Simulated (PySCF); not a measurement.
**Pd(18+): ionisation energy**

Pd(18+) [Ar] 3d10 → Pd(19+) [Ar] 3d9 [3d3/2^4 3d5/2^5, M_J = 5/2], as a difference of total energies. All numbers are calculated (PySCF 2.14, the two-component X2C-1e Hamiltonian, in an uncontracted even-tempered set (17 s from 1.9 bohr⁻², ratio 2.8; 13 p from 2.4 bohr⁻², ratio 2.8; 8 d from 2.4 bohr⁻², ratio 2.8; 4 f from 12 bohr⁻², ratio 3)). Correlated levels: [Ne] frozen; the 82 highest virtual spinors dropped. "Screened" scales the spin-orbit matrix elements by Boettger's factors to mimic the two-electron term; Breit and QED terms are absent.

```tsv
method	ionisation energy (eV)
GHF (spin-free)	813.37
GMP2 (spin-free)	814.86
GHF (screened spin-orbit)	810.98
GMP2 (screened spin-orbit)	812.48
```

**Question.** How much does correlation contribute at GMP2 (screened spin-orbit)?

**Answer.** 812.48 − (810.98) = 1.50 eV, measured against GHF (screened spin-orbit).

Breit and QED terms and the two-electron picture change are absent.

The spin-free rows lack the spin-orbit shift.

For comparison: 810 ± 3 eV (theoretical estimate listed by NIST; NIST Atomic Spectra Database, ionization energies).
